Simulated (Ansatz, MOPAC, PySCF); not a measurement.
Noncovalent pair: CHN (SMILES C#N) (first 3 atoms) with GeH4 (SMILES [GeH4]); geometry from B3LYP-D3(BJ)/def2-TZVP.
(charge 0, multiplicity 1):
```xyz
8

C     -0.156    -0.041     0.519
N     -0.310     0.432    -0.514
H     -0.012    -0.478     1.483
Ge     0.119     0.005     4.726
H     -0.532     1.240     4.087
H     -0.796    -0.573     5.812
H      1.484     0.376     5.318
H      0.326    -1.062     3.632
```

Counterpoise-corrected where a basis set is named; no monomer relaxation.

Rows in 6-31G* carry no dispersion term and start afresh at each structure (6-31G* with six Cartesian d functions); the Pople sets are all-electron and without relativity. MP2/6-31G* freezes PySCF's default core, which leaves 3d correlated. The state reached by PM7 isn't checked; PM7 holds dispersion and hydrogen-bond terms.

Run with Ansatz (a quantum-chemistry and plane-wave program) with Gaussian orbitals; MOPAC for PM7 (differences of heats of formation); PySCF for 6-31G* rows, the dispersion terms. Each number belongs to the level named beside it.

**Question.** Give the interaction energy at the level PM7.

**Answer.** -8 meV
